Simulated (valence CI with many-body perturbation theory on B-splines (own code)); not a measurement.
**E1 transitions of Cl XIII**

Computed by relativistic CI+MBPT: three valence electrons over a frozen Dirac-Fock core [He], radial functions for each j: 11 s, 11 p, 10 d, 8 f, 5 g, 2 h, with the one-electron correlation potential Σ1, the two-electron term Σ2, the three-electron term Σ3, Breit, model QED; selected CI, second order for the rest, scaled by the run's own slope (own B-spline code, finite nucleus).

No measured levels were compared; by estimate levels of excited configurations hold to 0.05 to 0.15 % of their energy, terms of the ground configuration to about 0.5 %.

Lines 101 to 150 of 533 in falling wavelength, among levels below 557.36 eV, chosen from the strongest by gf and those to the six lowest levels. Wavelengths and rates use the calculated energies, so an error of 400 cm⁻¹ moves a line at 76.40 nm by 0.31 % and its rate by three times that or more. Electric multipoles are in the length gauge with retardation, E1 and E2 with the static RPA response of the core. Weak lines are less certain than strong ones. Lines between different terms over intervals too small for the method are left out, as are lines whose strength nearly cancels.

Names give the largest LS component (configuration and term), which can be under half, so a name can repeat, a term be missing and a line seem to break the LS rules; names also repeat where a configuration has a term twice. Letters in brackets count levels of one name in rising energy.

| λ vac (nm) | Upper | Lower | A (s⁻¹) | S (a.u.) with core polarisation | S without |
| --- | --- | --- | --- | --- | --- |
| 76.40 | 2s2p3p ⁴P_1/2 | 2s2p3s ⁴P°_3/2 | 1.03e+09 | 4.52e-01 | 4.52e-01 |
| 73.82 | 2p²3p ²P°_1/2 [b] | 2p²3s ²D_3/2 | 9.88e+08 | 3.92e-01 | 3.93e-01 |
| 70.85 | 2s2p3p ⁴P_5/2 | 2s2p3s ⁴P°_3/2 | 3.30e+08 | 3.47e-01 | 3.48e-01 |
| 70.21 | 2p²3p ²D°_5/2 [b] | 2p²3s ²P_3/2 | 7.80e+08 | 7.99e-01 | 8.00e-01 |
| 69.49 | 2p²3p ²P°_3/2 [b] | 2p²3s ²D_3/2 | 7.51e+08 | 4.97e-01 | 4.98e-01 |
| 68.93 | 2p²3p ²P°_3/2 [b] | 2p²3s ²D_5/2 | 1.11e+09 | 7.18e-01 | 7.19e-01 |
| 66.02 | 2p²3p ²D°_3/2 [b] | 2p²3s ²P_1/2 | 8.03e+08 | 4.56e-01 | 4.57e-01 |
| 58.61 | 2p²3p ²P°_3/2 [b] | 2p²3s ²P_3/2 | 8.06e+08 | 3.20e-01 | 3.21e-01 |
| 43.12 | 2p²3p ²F°_5/2 | 2s2p3p ²D_3/2 [b] | 8.94e+08 | 2.12e-01 | 2.13e-01 |
| 42.92 | 2p²3p ²F°_7/2 | 2s2p3p ²D_5/2 [b] | 1.65e+09 | 5.16e-01 | 5.19e-01 |
| 42.09 | 2p²3d ²D_3/2 [b] | 2s2p3d ²D°_3/2 [b] | 1.71e+09 | 2.51e-01 | 2.52e-01 |
| 41.98 | 2p³ ²D°_5/2 | 2s2p² ²P_3/2 | 1.50e+09 | 3.29e-01 | 3.31e-01 |
| 40.39 | 2p²3d ²P_3/2 [b] | 2s2p3d ²P°_3/2 [b] | 1.80e+09 | 2.34e-01 | 2.35e-01 |
| 40.30 | 2p²3s ²D_5/2 | 2s2p3s ²P°_3/2 [b] | 2.66e+09 | 5.16e-01 | 5.18e-01 |
| 40.09 | 2p²3s ²D_3/2 | 2s2p3s ²P°_1/2 [b] | 1.96e+09 | 2.50e-01 | 2.51e-01 |
| 39.04 | 2p²3d ²F_7/2 [b] | 2s2p3d ²F°_7/2 [b] | 1.06e+09 | 2.50e-01 | 2.51e-01 |
| 32.43 | 2p²3d ²F_5/2 [a] | 2s2p3d ²F°_5/2 [a] | 1.43e+09 | 1.44e-01 | 1.45e-01 |
| 32.26 | 2p²3d ²F_7/2 [a] | 2s2p3d ²F°_7/2 [a] | 1.50e+09 | 1.98e-01 | 1.99e-01 |
| 30.22 | 2p³ ²P°_3/2 | 2s2p² ²P_3/2 | 5.84e+09 | 3.18e-01 | 3.20e-01 |
| 30.14 | 2p²3p ⁴D°_7/2 | 2s2p3p ⁴P_5/2 | 1.40e+09 | 1.51e-01 | 1.52e-01 |
| 29.74 | 2p³ ²P°_1/2 | 2s2p² ²P_1/2 | 5.73e+09 | 1.49e-01 | 1.50e-01 |
| 29.61 | 2p²3p ⁴P°_5/2 | 2s2p3p ⁴P_5/2 | 1.89e+09 | 1.45e-01 | 1.46e-01 |
| 29.48 | 2p²3p ²D°_3/2 [a] | 2s2p3p ²D_3/2 [a] | 4.08e+09 | 2.06e-01 | 2.07e-01 |
| 29.36 | 2p²3p ²D°_5/2 [a] | 2s2p3p ²D_5/2 [a] | 3.78e+09 | 2.83e-01 | 2.85e-01 |
| 28.11 | 2p²3p ²P°_3/2 [a] | 2s2p3p ²D_5/2 [a] | 3.15e+09 | 1.38e-01 | 1.39e-01 |
| 28.06 | 2p²3d ⁴F_9/2 | 2s2p3d ⁴F°_9/2 | 3.86e+09 | 4.21e-01 | 4.23e-01 |
| 27.96 | 2p²3d ⁴F_7/2 | 2s2p3d ⁴F°_7/2 | 2.46e+09 | 2.13e-01 | 2.14e-01 |
| 27.96 | 2p²3d ⁴F_5/2 | 2s2p3d ⁴F°_5/2 | 2.03e+09 | 1.31e-01 | 1.32e-01 |
| 27.95 | 2p²3d ²D_5/2 [a] | 2s2p3d ²F°_7/2 [a] | 3.27e+09 | 2.12e-01 | 2.13e-01 |
| 27.95 | 2p²3p ⁴P°_5/2 | 2s2p3p ⁴S_3/2 | 1.92e+09 | 1.24e-01 | 1.25e-01 |
| 27.70 | 2s2p² ²D_5/2 | 2s²2p ²P°_3/2 | 2.78e+09 | 1.75e-01 | 1.76e-01 |
| 27.63 | 2p²3p ⁴D°_7/2 | 2s2p3p ⁴D_7/2 | 5.06e+09 | 4.22e-01 | 4.24e-01 |
| 27.54 | 2p²3p ⁴D°_5/2 | 2s2p3p ⁴D_5/2 | 2.67e+09 | 1.65e-01 | 1.66e-01 |
| 27.44 | 2p²3s ⁴P_3/2 | 2s2p3s ⁴P°_5/2 | 3.17e+09 | 1.29e-01 | 1.30e-01 |
| 27.23 | 2p²3d ²D_5/2 [c] | 2s2p3d ²D°_5/2 [b] | 2.56e+09 | 1.53e-01 | 1.54e-01 |
| 27.11 | 2p²3s ⁴P_1/2 | 2s2p3s ⁴P°_3/2 | 6.13e+09 | 1.21e-01 | 1.21e-01 |
| 27.09 | 2p²3d ⁴D_7/2 | 2s2p3d ⁴F°_9/2 | 2.89e+09 | 2.27e-01 | 2.28e-01 |
| 27.08 | 2p²3d ²D_3/2 [a] | 2s2p3d ²F°_5/2 [a] | 4.44e+09 | 1.74e-01 | 1.75e-01 |
| 26.93 | 2p²3d ⁴P_5/2 | 2s2p3d ⁴D°_7/2 | 5.25e+09 | 3.04e-01 | 3.05e-01 |
| 26.90 | 2p³ ²D°_3/2 | 2s2p² ²D_3/2 | 4.77e+09 | 1.83e-01 | 1.84e-01 |
| 26.86 | 2p³ ²D°_5/2 | 2s2p² ²D_5/2 | 5.71e+09 | 3.28e-01 | 3.30e-01 |
| 26.82 | 2p³ ²D°_5/2 | 2s2p² ²D_3/2 | 6.16e+08 | 3.52e-02 | 3.54e-02 |
| 26.81 | 2p²3s ²P_3/2 | 2s2p3s ²P°_3/2 [a] | 8.38e+09 | 3.19e-01 | 3.20e-01 |
| 26.78 | 2p²3s ⁴P_5/2 | 2s2p3s ⁴P°_5/2 | 5.27e+09 | 3.00e-01 | 3.02e-01 |
| 26.77 | 2p²3p ⁴S°_3/2 | 2s2p3p ⁴P_5/2 | 3.49e+09 | 1.32e-01 | 1.33e-01 |
| 26.76 | 2p²3d ⁴D_5/2 | 2s2p3d ⁴F°_7/2 | 2.41e+09 | 1.37e-01 | 1.37e-01 |
| 26.64 | 2p²3s ²P_1/2 | 2s2p3s ²P°_1/2 [a] | 7.71e+09 | 1.44e-01 | 1.45e-01 |
| 26.46 | 2s2p² ²D_3/2 | 2s²2p ²P°_1/2 | 2.95e+09 | 1.08e-01 | 1.08e-01 |
| 26.34 | 2p²3d ⁴P_5/2 | 2s2p3d ⁴D°_5/2 | 2.25e+09 | 1.22e-01 | 1.22e-01 |
| 26.26 | 2p²3s ⁴P_3/2 | 2s2p3s ⁴P°_1/2 | 3.38e+09 | 1.21e-01 | 1.22e-01 |
